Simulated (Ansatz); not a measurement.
Isolated molecules relaxed with PBE0-D4/def2-TZVP in Ansatz; ΔE leaves out vibrations. CCSD(T)/CBS adds triple-zeta CCSD(T) − MP2 to the extrapolated MP2 energy (def2 sets, frozen cores). This one scheme is used for every species. DFT in def2-TZVPP. B3LYP here is the variant with VWN-RPA as its local correlation; programs differ in this. One conformer a species, not always the lowest.

Consider the hydrogenolysis of the Si–B bond: `B[SiH](N)[SiH2]F` + H₂ → `N[SiH2][SiH2]F` + BH₃.

Is it downhill or uphill in electronic energy at CCSD(T)/CBS, and by how much? (An estimate is asked.)

The calculation gave: Downhill: ΔE = -7.4 kcal/mol.

What do these levels give: r2SCAN-D4, B3LYP-D4, ωB97X-V, ωB97M-V, r2SCAN, PBE0, B3LYP, HF/def2-TZVPP, MP2/def2-TZVPP, CCSD/def2-TZVPP, CCSD(T)/def2-TZVPP, SCS-MP2/def2-QZVPP? (Estimate.)

The calculation gave: r2SCAN-D4 -4.9, B3LYP-D4 -7.0, ωB97X-V -7.9, ωB97M-V -7.9, r2SCAN -5.2, PBE0 -6.4, B3LYP -9.0, HF/def2-TZVPP -15.4, MP2/def2-TZVPP -8.3, CCSD/def2-TZVPP -9.2, CCSD(T)/def2-TZVPP -7.9, SCS-MP2/def2-QZVPP -9.6 kcal/mol.

Largest T1 diagnostic among the species: 0.013.

From PBE to PBE0 (25 % exact exchange), in def2-TZVPP and without D4, ΔE moves by −2.2 kcal/mol. In def2-TZVPP, CCSD(T) changes the Hartree–Fock value by +7.4 kcal/mol (the triples alone add +1.3 kcal/mol) and MP2 by +7.1 kcal/mol. The D4 term adds +2.0 kcal/mol with B3LYP and +1.1 kcal/mol with PBE0; it sums over pairs of atoms, weighted by their polarisabilities, and B3LYP, whose exchange is more repulsive, gets the larger term.
